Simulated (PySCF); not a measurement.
**Low-lying terms of P⁵⁺ (phosphorus, charge +5)**

Ground state [Ne], ¹S. All numbers are calculated (PySCF 2.14, no relativity, point nucleus, in aug-cc-pV(D+d)Z with one added diffuse shell each of s, p, d type (6s5p4d, 41 functions)). Vertical excitation energies in eV without spin-orbit coupling; excited terms of each kind are numbered among those the solver found. Frozen: 1s2.

```
 term  leading excitation  EOM-EE-CCSD
1 3P°              2p → s       137.40
1 1P°              2p → s       138.23
 1 3S              2p → p       147.80
 1 3D              2p → p       149.26
 1 1D              2p → p       149.79
 1 1P              2p → p       150.07
 1 3P              2p → p       150.08
 1 1S              2p → p       155.02
2 3P°              2p → d       166.64
1 3F°              2p → d       167.17
1 1F°              2p → d       167.54
1 1D°              2p → d       167.87
 2 3S              2p → p       184.45
 2 1D              2p → p       184.97
```

The solver can miss terms.
